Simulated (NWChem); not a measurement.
System meant: C₅H₅ cation

Here is an NWChem input.

```
start job
memory heap 200 mb stack 900 mb global 1100 mb
charge 1
geometry units angstroms noautoz
  C      0.962572     0.143999     0.000000
  C      0.488755     1.338563     0.000000
  C     -0.913951     0.583760     0.000000
  C     -0.731725    -0.937761     0.000000
  C      0.600519    -1.222946     0.000000
  H      0.666932     2.417272     0.000000
  H     -1.432296     0.917322     0.927390
  H     -1.432296     0.917322    -0.927390
  H     -1.586173    -1.633072     0.000000
  H      1.203373    -2.138286     0.000000
end
basis spherical
  * library def2-svp
end
dft
  xc xpbe96 cpbe96
  iterations 4
  mulliken
end
task dft energy
```

End of the output:

```
    Atom       Charge   Shell Charges
 -----------   ------   -------------------------------------------------------
    1 C    6     5.75   1.97  0.70  0.29  1.70  0.98  0.10
    2 C    6     5.96   1.97  0.62  0.32  1.89  1.10  0.07
    3 C    6     5.91   1.96  0.60  0.29  1.86  1.11  0.08
    4 C    6     5.93   1.97  0.62  0.30  1.86  1.09  0.09
    5 C    6     5.96   1.96  0.61  0.30  1.89  1.11  0.09
    6 H    1     0.89   0.58  0.24  0.08
    7 H    1     0.89   0.60  0.22  0.07
    8 H    1     0.89   0.60  0.22  0.07
    9 H    1     0.92   0.60  0.24  0.07
   10 H    1     0.91   0.59  0.24  0.07

 center of mass
 --------------
 x =   0.07451187 y =  -0.00979877 z =   0.00000000

 moments of inertia (a.u.)
 ------------------
         253.685700545221          -0.000000000000           0.000000000000
          -0.000000000000         160.346639387256           0.000000000000
           0.000000000000           0.000000000000         401.651001143304

     Multipole analysis of the density
     ---------------------------------

     L   x y z        total         alpha         beta         nuclear
     -   - - -        -----         -----         ----         -------
     0   0 0 0      1.000000    -17.000000    -17.000000     35.000000

     1   1 0 0     -0.187649     -0.093825     -0.093825      0.000000
     1   0 1 0      0.272918      0.136459      0.136459     -0.000000
     1   0 0 1      0.000000      0.000000      0.000000      0.000000

     2   2 0 0    -14.427949    -53.489079    -53.489079     92.550209
     2   1 1 0     -0.816552      0.815140      0.815140     -2.446832
     2   1 0 1      0.000000      0.000000      0.000000      0.000000
     2   0 2 0    -11.024249    -80.343494    -80.343494    149.662739
     2   0 1 1      0.000000      0.000000      0.000000      0.000000
     2   0 0 2    -21.023851    -13.583227    -13.583227      6.142604

 ------------------------------------------------------------------------
 dft energy failed                                                                                  0
 ------------------------------------------------------------------------
 ------------------------------------------------------------------------
  current input line :
    24: task dft energy
 ------------------------------------------------------------------------
 ------------------------------------------------------------------------
 This type of error is most commonly associated with calculations not reaching convergence criteria
 ------------------------------------------------------------------------
 For more information see the NWChem manual at https://nwchemgit.github.io

0:dft energy failed:Received an Error in Communication
```

Question: Find the fault in this run and fix the input.

Answer: The run did not converge; its last values are not results. Cause: the SCF was allowed too few iterations. This input runs:
```
start job
memory heap 200 mb stack 900 mb global 1100 mb
charge 1
geometry units angstroms noautoz
  C      0.962572     0.143999     0.000000
  C      0.488755     1.338563     0.000000
  C     -0.913951     0.583760     0.000000
  C     -0.731725    -0.937761     0.000000
  C      0.600519    -1.222946     0.000000
  H      0.666932     2.417272     0.000000
  H     -1.432296     0.917322     0.927390
  H     -1.432296     0.917322    -0.927390
  H     -1.586173    -1.633072     0.000000
  H      1.203373    -2.138286     0.000000
end
basis spherical
  C library def2-svp
  H library def2-svp
end
dft
  xc xpbe96 cpbe96
  iterations 150
  mulliken
end
task dft energy
```
It converges to -192.71772 Ha (PBE/def2-SVP).
